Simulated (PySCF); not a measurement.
MoS2ClBr, SMILES [S]=[Mo](=[S])([Cl])[Br], multiplicity 1.

The structure is a stationary point at B3LYP-D3(BJ)/def2-SVP. The spin state was assumed, not searched. The structure was generated by enumeration; whether it is a known compound was not checked. The def2 effective core potentials stand for the cores of Mo; spin–orbit coupling is left out.

All values below come from PBE/def2-TZVP in PySCF.

Symmetry labels are those of the subgroup Cs that the program uses (full group Cs).

Question: List the valence orbital energies around the gap with their symmetry. (The exact figures need the calculation; the answer reports its results.)

Answer: 
```json
[
 {"orbital": "HOMO−7", "symmetry": "A\"", "energy (eV)": "-9.26"},
 {"orbital": "HOMO−6", "symmetry": "A'", "energy (eV)": "-9.08"},
 {"orbital": "HOMO−5", "symmetry": "A'", "energy (eV)": "-8.50"},
 {"orbital": "HOMO−4", "symmetry": "A\"", "energy (eV)": "-8.26"},
 {"orbital": "HOMO−3", "symmetry": "A'", "energy (eV)": "-8.12"},
 {"orbital": "HOMO−2", "symmetry": "A'", "energy (eV)": "-7.50"},
 {"orbital": "HOMO−1", "symmetry": "A\"", "energy (eV)": "-7.38"},
 {"orbital": "HOMO", "symmetry": "A\"", "energy (eV)": "-6.65"},
 {"orbital": "LUMO", "symmetry": "A'", "energy (eV)": "-4.69"},
 {"orbital": "LUMO+1", "symmetry": "A\"", "energy (eV)": "-4.41"},
 {"orbital": "LUMO+2", "symmetry": "A'", "energy (eV)": "-3.76"},
 {"orbital": "LUMO+3", "symmetry": "A'", "energy (eV)": "-3.27"}
]
```
